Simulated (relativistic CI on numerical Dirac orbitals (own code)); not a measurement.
**Sensitivity of the levels of Kr5+ to α and to the nuclear radius**

Method of calculation: Dirac-Coulomb-Breit CI, separate exchange-only KLI orbitals for each configuration, valence Slater integrals scaled by 0.85, P86 correlation energy added to each configuration, derivatives by finite differences, QED left out (own radial code, finite nucleus).

CI space (outside the closed core [Ar] 3d10): 4s2 4p, 4s 4p2, 4s2 4d, 4p3, 4s 4p 4d, 4s2 4f, 4s2 5s, 4s 4p 4f. Levels of other configurations are missing.

With x = (α/α₀)² − 1 an excitation energy changes as ω = ω₀ + qx; K = 2q/ω₀ is the relative enhancement. Terms are leading LS components, so labels can repeat. The field-shift factor is F = δν/δ⟨r²⟩ for the transition from the lowest level.

Lowest level 4s2 4p 2P°_1/2.

| Level | ω₀ (cm⁻¹) | q (cm⁻¹) | K | F (GHz/fm²) |
| --- | --- | --- | --- | --- |
| 4s2 4p 2P°_3/2 | 7882 | 8216 | 2.08 | -0.0774 |
| 4s 4p2 4P_1/2 | 107775 | 8788 | 0.163 | -9.06 |
| 4s 4p2 4P_3/2 | 111020 | 12650 | 0.228 | -9.1 |
| 4s 4p2 4P_5/2 | 115259 | 16670 | 0.289 | -9.13 |
| 4s 4p2 2D_3/2 | 144784 | 13960 | 0.193 | -8.31 |
| 4s 4p2 2D_5/2 | 145718 | 15620 | 0.214 | -8.34 |
| 4s 4p2 2S_1/2 | 172590 | 13450 | 0.156 | -9.01 |
| 4s 4p2 2P_1/2 | 187847 | 14210 | 0.151 | -8.95 |
| 4s 4p2 2P_3/2 | 192120 | 17430 | 0.181 | -8.94 |
| 4s2 4d 2D_3/2 | 230503 | 8838 | 0.0767 | 0.122 |
| 4s2 4d 2D_5/2 | 231390 | 9700 | 0.0838 | 0.136 |
| 4p3 2D°_3/2 | 278041 | 20380 | 0.147 | -16.1 |
| 4p3 2D°_5/2 | 279734 | 23520 | 0.168 | -16 |
| 4p3 4S°_3/2 | 282306 | 23830 | 0.169 | -18.5 |
| 4s2 5s 2S_1/2 | 285364 | 3286 | 0.023 | 4.56 |
| 4p3 2P°_1/2 | 307016 | 24180 | 0.157 | -16.6 |
| 4p3 2P°_3/2 | 308338 | 27020 | 0.175 | -16.4 |
| 4s 4p 4d 4F°_3/2 | 312263 | 14140 | 0.0905 | -8.76 |
| 4s 4p 4d 4F°_5/2 | 313930 | 15680 | 0.0999 | -8.73 |
| 4s 4p 4d 4F°_7/2 | 316424 | 18240 | 0.115 | -8.74 |
| 4s 4p 4d 4F°_9/2 | 319968 | 22310 | 0.139 | -8.78 |
| 4s 4p 4d 4P°_5/2 | 331405 | 14830 | 0.0895 | -8.73 |
| 4s 4p 4d 4P°_3/2 | 332869 | 15790 | 0.0949 | -8.71 |

At this charge configurations can still be misplaced by up to about 7 % of their energy.
